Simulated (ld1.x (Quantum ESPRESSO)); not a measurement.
# What one change does to a pseudopotential (fluorine, RRKJ)

ld1.x (Quantum ESPRESSO) 7.5 input, shortened:

```
&input
   title='F', zed=9., rel=1, dft='PBE', iswitch=3,
   config='[He] 2s2 2p5 3d-2'
 /
 &inputp
   pseudotype=2, tm=.false., rho0=0.005, lloc=1,
   nlcc=.true., rcore=0.75
 /
3
2S  1  0   2.00   0.00  0.75  0.75  0.0
3D  3  2  -2.00  -0.15  1.40  1.40  0.0
2P  2  1   5.00   0.00  1.70  1.70  0.0
 &test
   configts(1)='2s2 2p5'
 /
```

Change: wave 2s (bound): rc 0.75 bohr becomes 2s (bound): rc 1.06 bohr.

Cutoffs: the cutoffs (Ry, on a coarse ladder) from which the occupation-weighted sum of valence levels, in a spherical-Bessel basis at the reference potential, stays within 10 and 1 mRy of its value at 400 Ry; they do not see the model core or the augmentation charge, which bear on the density cutoff. Errors are all-electron minus pseudo energies relative to the spin-unpolarised reference configuration.

**Question.** How do hardness, ghosts and transferability respond?

**Answer.** The potential gets softer (180 Ry and 230 Ry → 120 Ry and 160 Ry); of the 7 tests that both files solve, the error grows in 2 and shrinks in 0 by more than 15 % and 0.3 meV (median size 11.5 → 13.8 meV); neither file shows a bound ghost. A larger radius leaves more room for a smooth pseudo-wave, so fewer plane waves are needed.

```tsv
quantity	base	changed
cutoff, loose	180 Ry	120 Ry
cutoff, tight	230 Ry	160 Ry
loose cutoff by channel (10 mRy a level)	s 160 Ry, p 45 Ry	s 110 Ry, p 45 Ry
bound ghosts	none	none
error for 2s2 2p4, meV [ΔE 19.39 eV]	-12	-14
error for 2s2 2p3, meV [ΔE 57.78 eV]	+190	+176
error for 2s2 2p2, meV [ΔE 118.41 eV]	+1241	+1194
error for 2s2 2p4.5, meV [ΔE 7.54 eV]	-7.3	-7.7
error for 2s1 2p5, meV [ΔE 38.49 eV]	-199	-186
error for 2s1 2p6, meV [ΔE 18.81 eV]	+2.8	+6.6
error for 2s2 2p5.3, meV [ΔE -2.67 eV]	-3.0	-3.1
s: phases at 1.84 bohr within 0.05 rad from the reference energy up to (Ry; the scan ends near 5)	1.1	1.1
p: phases at 1.84 bohr within 0.05 rad from the reference energy up to (Ry; the scan ends near 5)	1.3	1.3
d: phases at 1.84 bohr within 0.05 rad from the reference energy up to (Ry; the scan ends near 5)	to the end of the scan	to the end of the scan
```
